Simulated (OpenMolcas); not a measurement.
## How the cost of MP2 grows with the basis: ZnCl2

ZnCl2 has 3 atoms, charge 0, and is taken as a singlet. As SMILES, `[Cl][Zn][Cl]`. Geometry: a GFN2-xTB relaxation, a rough one for these elements and not checked as a minimum.

MP2, 15 core orbitals frozen, gradient, OpenMolcas 26.06, on 1 thread of Arm Neoverse V1, shared host. N is the number of basis functions, t the processor time.

```
     basis    N  t (s)   ln N   ln t
def2-SV(P)   60    5.1  4.094  1.629
  def2-SVP   67    6.6  4.205  1.887
 def2-TZVP  122     51  4.804  3.932
def2-TZVPP  148      ?  4.997      ?
```

Q: Fit t = C·Nᵖ to the known rows and estimate the time in def2-TZVPP.

A: 
1. Means of the 3 rows: ln N = 4.36767, ln t = 2.4827.
2. Σ(Δln N)² = 0.29174, Σ(Δln N·Δln t) = 0.96291, so the slope is 0.96291/0.29174 = 3.3006.
3. Intercept: 2.4827 − (3.3006) × 4.36767 = -11.9332. The largest residual of the fit is 0.059.
4. ln t = -11.9332 + 3.3006 × 4.997, so t ≈ 96 s.

The run took 100 s, so the estimate is too short by a factor of about 1.0. The fitted power is 3.3, with the electron count fixed.
